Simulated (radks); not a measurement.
The numbers below are computed, except where a source is named.
The technetium ion Tc14+, 29 electrons, occupied as [Ne] 3s2 3p5 3d10 4s2 (not the ground configuration). Code: a radial shooting solver on a logarithmic mesh with Libxc functionals. Model: scalar-relativistic Kohn-Sham, LDA (Slater exchange, Perdew-Wang correlation), spin-polarised, spherical densities, finite nucleus; open shells are filled with parallel spins first (spin-orbit coupling, left out, can overturn this in heavy ions); Fermi nuclear charge, rms radius 4.4112 fm.

Unscreened Slater integrals over Kohn-Sham orbitals (eV). They are taken over the spin-up orbitals.

integral    value
F0(4s,4s)  26.927
F0(4s,3d)  33.886
G2(4s,3d)  3.1780
F0(4s,3p)  33.581
G1(4s,3p)  3.1649
F0(3d,3d)  64.288
F2(3d,3d)  32.021
F4(3d,3d)  20.424
F0(3d,3p)  61.608
F2(3d,3p)  29.853
G1(3d,3p)  34.463
G3(3d,3p)  22.083
F0(3p,3p)  60.062
F2(3p,3p)  30.289

Derived for the open shells (J is the average intra-shell exchange parameter used in DFT+U). 3p: J = F2/5 = 6.058 eV.
